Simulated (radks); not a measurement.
Species: the sulfur ion S4+. Configuration: [Ne] 3s2. Method: Dirac Kohn-Sham, LDA (Slater exchange, Perdew-Zunger correlation), spin-unpolarised, spherical densities, finite nucleus; Fermi nuclear charge, rms radius 3.2611 fm; computed with a radial shooting solver on a logarithmic mesh with Libxc functionals.

Spin-orbit splittings of the eigenvalues, e(l+1/2) - e(l-1/2), with zeta = 2 splitting/(2l+1) and mean radii in bohr:

| shell | occ. | splitting (eV) | zeta (eV) | <r> j=l-1/2 | <r> j=l+1/2 |
|---|---|---|---|---|---|
| 2p | 6 | ? | ? | 0.4386 | 0.4408 |
| 3p | 0 | 0.1563 | 0.1042 | 1.567 | 1.571 |
| 3d | 0 | 0.01045 | 0.004182 | 1.756 | 1.756 |
| 4f | 0 | 0.0006569 | 0.0001877 | 3.691 | 3.692 |

Estimate the 2p splitting.

Answer. 1.276 eV (zeta = 0.8510 eV).
